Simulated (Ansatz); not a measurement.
`Cl[SiH2][SbH2]` + `N[SiH](O)F` → `N[SiH](F)[O][SbH2]` + `[SiH3]Cl`  (cleavage of the Sb–Si bond)

Calculated with Ansatz (gas phase, PBE0-D4/def2-TZVP geometries, no zero-point term in ΔE). CCSD(T)/CBS is the MP2 limit (def2-TZVPP, def2-QZVPP) plus CCSD(T) − MP2 in def2-TZVPP, frozen cores. This one scheme is used for every species. Functionals use def2-TZVPP. HSE06 is defined as in plane-wave codes. Elements past krypton have def2 core potentials. For Sb outer-core shells are correlated without core-valence functions, which leaves a few kJ/mol of doubt a bond. Each species was taken in one conformer, which may not be the lowest.

```csv
level,ΔE (kJ/mol),difference from CCSD(T)/CBS
BLYP-D4,13.7,-9.5
BHLYP-D4,17.3,-5.9
ωB97X-V,17.7,-5.5
B2PLYP,19.0,-4.2
revPBE,33.0,9.8
HSE06,37.5,14.3
CAM-B3LYP,15.9,-7.3
CCSD(T)/def2-SVP,20.9,-2.3
HF/def2-QZVPP,6.2,-17.0
HF/CBS(def2),5.7,-17.5
CCSD(T)/CBS,23.2,0
```

Largest T1 diagnostic among the species: 0.013.

From r2SCAN to r2SCAN0 (25 % exact exchange), in def2-TZVPP and without D4, ΔE moves by +5.9 kJ/mol. In def2-TZVPP, CCSD(T) changes the Hartree–Fock value by +11.2 kJ/mol (the triples alone add +0.5 kJ/mol) and MP2 by +15.2 kJ/mol.
